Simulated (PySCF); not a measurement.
Compound: C3H13NOSi3.
Structure used (GFN2-xTB), in Å, numbered top down from 1:
```xyz
21
C3H13NOSi3 angstrom
C      2.5319   -0.4507   -1.7170
C      1.3036   -0.5685   -1.2381
C      0.2400    0.4571   -1.3858
Si     0.2619    1.6071    0.1397
O      1.7733    2.1652    0.3701
N     -0.2028    0.7200    1.5524
Si    -1.7073   -0.0556    1.9581
Si    -2.1644   -1.8122    0.5390
H      2.8281    0.3991   -2.3123
H      3.2842   -1.2050   -1.5596
H      1.0388   -1.4335   -0.6447
H     -0.7308   -0.0175   -1.5001
H      0.4256    1.0649   -2.2713
H     -0.5267    2.8168   -0.0745
H      2.5113    1.6477    0.0548
H      0.3412    0.9949    2.3554
H     -1.5054   -0.4715    3.3557
H     -2.7901    0.9474    1.9779
H     -3.1825   -2.6941    1.1236
H     -1.0278   -2.6907    0.2357
H     -2.7110   -1.4037   -0.7627
```

Computed at PBE0/pcSseg-1 (PySCF, non-relativistic), with Q(17O) = −0.0256 b, Q(14N) = 0.02044 b: O5, 17O (I = 5/2): χzz = -8.820 MHz, η = 0.460; N6, 14N (I = 1): χzz = -3.573 MHz, η = 0.473.

(1) Where would the pure quadrupole (NQR) lines of 17O at O5 fall for the rigid, isolated species?

(2) Where would the pure quadrupole (NQR) lines of 14N at N6 fall for the rigid, isolated species?

Results:

(1) From the eigenvalues of H = χ/[4I(2I − 1)] × [3Iz² − I(I + 1) + η(Ix² − Iy²)], steps between neighbouring levels, labelled as for η = 0: ±1/2↔±3/2 1.598 MHz, ±3/2↔±5/2 2.548 MHz (silanol oxygen).

(2) From ν± = (3/4)|χ|(1 ± η/3) and ν0 = |χ|η/2: ν+ 3.102 MHz, ν− 2.258 MHz, ν0 0.844 MHz (nitrogen bridging silicon atoms).

In a crystal, neighbours and librations shift these lines. GFN2-xTB frequencies show an imaginary mode (27i cm⁻¹), so this geometry is no minimum at that level. GFN2-xTB bond lengths can be off by several hundredths of an ångström, more for odd bonds, and the gradients follow them. A larger basis could move these couplings by a tenth or more.

The run behind these numbers computed NMR shieldings as well. The run took 60 s wall on one thread, AMD EPYC 7R43 (x86_64), no GPU, shared host, and the process peaked at 1.0 GiB of memory.

One conformer stands for the species.
